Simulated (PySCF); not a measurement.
Compound: C8H9 (doublet state).
Structure used (GFN2-xTB), in Å, numbered top down from 1:
```
atom  x, y, z in Å
C1     1.3200    1.4253    1.7423
C2     1.1709    0.8427    0.6109
C3    -0.0505   -0.0371    0.1638
C4    -1.0510   -0.2280    1.3045
C5     0.4993   -1.3192   -0.2253
C6     0.9841   -2.3753   -0.5167
C7    -0.6731    0.7027   -0.9841
C8    -0.4360    0.4577   -2.2617
H9     0.8280    1.5615    2.6750
H10    1.9063    0.9100   -0.1807
H11   -1.8801   -0.8461    0.9639
H12   -1.4406    0.7335    1.6313
H13   -0.5732   -0.7217    2.1479
H14    1.3902   -3.3067   -0.7777
H15   -1.3227    1.5158   -0.6881
H16   -0.8920    1.0414   -3.0433
H17    0.2136   -0.3444   -2.5720
```

The hyperfine couplings belong to this conformer and change with its torsions.

As a line formula: `[H]/[C]=C\[C@](C)(C#C)C=C` [radical].

Computed with UKS B3LYP, pcH-1 on C H, non-relativistic, mean-field spin-orbit, GIAO (PySCF). The structure is a single GFN2-xTB conformer in the gas phase; no vibrational or solvent corrections. A GFN2-xTB geometry isn't a minimum of the functional, and hyperfine couplings can be far from their values at a DFT geometry. No stability test was run, so a lower SCF solution isn't excluded.

Task: Give the principal g shifts and their parts.

Result: 
```tsv
Δg (ppm)	1	2	3
relativistic mass correction	-146	-146	-146
gauge correction	37	5	-37
orbital Zeeman/spin–orbit	-323	18	676
total	-432	-122	494
```

So g = 2.00189, 2.00220, 2.00281 and g_iso = 2.00230; the tensor is rhombic: the two nearest values differ by 34 % of g3 − g1. Axes: g1 points within 6° of the C1–H9 bond and g2 points within 4° of the C2–C3 bond.

Task: What effective moment and Curie constant follow for a powder?

Result: With the mean of g² = 4.0092 and S(S+1) = 0.75: μ_eff = √(⟨g²⟩S(S+1)) = 1.734 μB and χT = 0.12505·⟨g²⟩·S(S+1) = 0.376 cm³ K/mol (cgs; spin-Hamiltonian part alone).

Task: Average each term over the three axes. Which is largest in size?

Result: The mass correction -146, the orbital-Zeeman/spin–orbit term 124 and the gauge correction 2 ppm, for a total of -20 ppm. The mass correction is the largest in size. The mass correction is the same along every axis, so the anisotropy comes from the other two: their spans along these axes are 74 (gauge) and 1000 ppm (orbital Zeeman/spin–orbit).

Task: In a frozen sample, at which fields do the three g values resonate at 9.5, 34, 94 and 263 GHz (hyperfine left aside), and which band first spreads them over more than twice a line width of 1.0 mT?

Result: 
```json
{"band": "X", "GHz": "9.5", "B(g3) mT": "338.90", "B(g2) mT": "339.00", "B(g1) mT": "339.06", "spread mT": "0.16"}
{"band": "Q", "GHz": "34.0", "B(g3) mT": "1212.91", "B(g2) mT": "1213.28", "B(g1) mT": "1213.47", "spread mT": "0.56"}
{"band": "W", "GHz": "94.0", "B(g3) mT": "3353.33", "B(g2) mT": "3354.36", "B(g1) mT": "3354.88", "spread mT": "1.55"}
{"band": "J", "GHz": "263.0", "B(g3) mT": "9382.18", "B(g2) mT": "9385.07", "B(g1) mT": "9386.52", "spread mT": "4.34"}
```

The spread grows in proportion to the frequency. J band is the first where it exceeds 2.0 mT.

Largest spin populations (Mulliken): C1 (+1.01), C2 (-0.17) and C3 (+0.09). No atom but C1 exceeds +0.15. The positive populations add up to 1.20 and the negative ones to -0.20, together 2S = 1.

The HOMO–LUMO gaps are 5.86 eV among the α and 4.81 eV among the β orbitals.
